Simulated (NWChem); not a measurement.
C$_{3}$HF$_{3}$O; SMILES FC1=COC1(F)F

```xyz
8

F     -0.8589    -1.9583     0.0000
C      0.0000    -0.9553     0.0000
C      1.3318    -0.7697     0.0000
O      1.2998     0.6523     0.0000
C     -0.1460     0.5641     0.0000
F     -0.6703     1.1493    -1.0851
F     -0.6703     1.1493     1.0851
H      2.2820    -1.3155     0.0000
```
Atoms are numbered in this order, from 1.

Results from NWChem. Geometry: optimised at PBE-D3(BJ)/def2-SVP. Total energies compare along this basis series because the functional is fixed.

| level | basis functions | energy (Ha) | highest occupied level (eV) | orbital gap (eV) | dipole (D) |
|---|---|---|---|---|---|
| Hartree-Fock/pcseg-1 | 103 | -487.1127 | -10.81 | 13.86 | 2.62 |
| Hartree-Fock/aug-pcseg-1 | 170 | -487.1548 | -10.63 | 11.35 | 2.51 |
| Hartree-Fock/pcseg-2 | 224 | -487.4487 | -10.67 | 13.31 | 2.55 |
| Hartree-Fock/STO-3G | 36 | -480.6815 | -7.82 | 15.08 | 1.47 |
| Hartree-Fock/def2-SVP | 103 | -486.8742 | -10.75 | 14.02 | 2.57 |
